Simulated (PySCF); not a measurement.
How methods differ on the ionisation energy of Ga²⁺

Ga²⁺ [Ar] 3d10 4s1 (2S) → Ga³⁺ [Ar] 3d10 (1S), as a difference of total energies. All numbers are calculated (PySCF 2.14, scalar relativity by spin-free X2C-1e, in x2c-QZVPPall). Correlated levels: valence and next inner shell: [Ne] frozen. The calculations carry no spin-orbit coupling.

| method | ionisation energy (eV) |
| --- | --- |
| UHF | 29.633 |
| LDA | 31.931 |
| PBE | 31.609 |
| PBE0 | 31.203 |
| r2SCAN | 31.321 |
| PW91 | 31.708 |
| B3LYP | 31.648 |
| M06 | 31.043 |
| r2SCAN0 | 31.068 |
| MP2 (valence and next inner shell) | 30.689 |
| SCS-MP2 (valence and next inner shell) | 30.490 |

Q: How much does correlation contribute at MP2 (valence and next inner shell)?

A: 30.689 − (29.633) = 1.056 eV, measured against UHF.

Errors of the correlated levels include the incompleteness of this basis and the frozen core.

For comparison: 30.726 eV (measured; NIST Atomic Spectra Database, ionization energies).
